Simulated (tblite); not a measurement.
Species: phthaloyl dichloride, C₈H₄Cl₂O₂.
Numbering: `[O:1]=[C:2]([Cl:3])[c:4]1[cH:5][cH:6][cH:7][cH:8][c:9]1[C:10](=[O:11])[Cl:12]` (hydrogens: H13 on C5; H14 on C6; H15 on C7; H16 on C8)

The geometry is computed with GFN2-xTB (gas phase).

Question: List the bond lengths, angles and torsions at this level.

Answer: 
```csv
bond,length (Å)
"O1=C2, C10=O11",1.186
"C2–Cl3, C10–Cl12",1.766
"C2–C4, C9–C10",1.475
"C4–C5, C8–C9",1.391
"C5–C6, C7–C8",1.384
C6–C7,1.386
C4–C9,1.405
"C5–H13, C8–H16",1.079
"C6–H14, C7–H15",1.079
```

Bonds in one row agree within 0.01 Å and their mean is given. A selection of angles:
```csv
angle,degrees
O1–C2–Cl3,120.4
O1–C2–C4,127.5
Cl3–C2–C4,112.1
C2–C4–C5,120.7
C2–C4–C9,119.6
C5–C4–C9,119.6
C4–C5–C6,120.2
C5–C6–C7,120.2
```

Torsions: O1–C2–C4–C5 133° (anticlinal); C8–C9–C10–O11 133° (anticlinal). The mirror-image conformer, all signs reversed, is as good.

Of the pairs four or more bonds apart, O1···C10 is among the closest relative to their van der Waals radii: 2.91 Å, 90 % of the sum of Bondi's values. The 6-membered ring C4–C5–C6–C7–C8–C9 has internal angles of 119.6° to 120.2°; it is planar, 0.00 Å rms from its mean plane, widest ring torsion 0°. The C–C distances run from 1.384 Å (C5–C6, aromatic) to 1.475 Å (C9–C10, drawn single), a spread of 0.091 Å.

Point group: C2 (every atom within 0.08 Å of its image). Its lowest GFN2-xTB frequency is 10 cm⁻¹, too small to tell a flat minimum from a shallow saddle. The numbers are those of one conformer. 3 starts were optimised and ended at 0.00, 7.63 and 10.99 kcal/mol (GFN2-xTB); the lowest of these is shown.
